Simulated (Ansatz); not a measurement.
`C=N[SiH2]N`. Total charge 0; spin multiplicity 1.

```xyz
10

C     0.920   -1.773   -0.098
N    -0.160   -1.130   -0.082
Si   -0.265    0.571   -0.481
N    -0.953    1.534    0.751
H     0.939   -2.840    0.157
H     1.898   -1.334   -0.360
H     1.103    1.105   -0.754
H    -1.139    0.649   -1.676
H    -1.930    1.446    0.978
H    -0.412    1.772    1.566
```

(1) Give the diagnostics of a CCSD(T)/def2-TZVPP run (frozen core, Ansatz 0.2.0). (Estimate.)

## Answers

(1) Computed: T1 = 0.0119, largest single amplitude 0.013, largest double 0.038, (T) share of the correlation energy 4.0 %, 10 CCSD cycles. The RHF solution is stable towards an unrestricted one. T1 lies under the customary mark of 0.02 for closed shells.
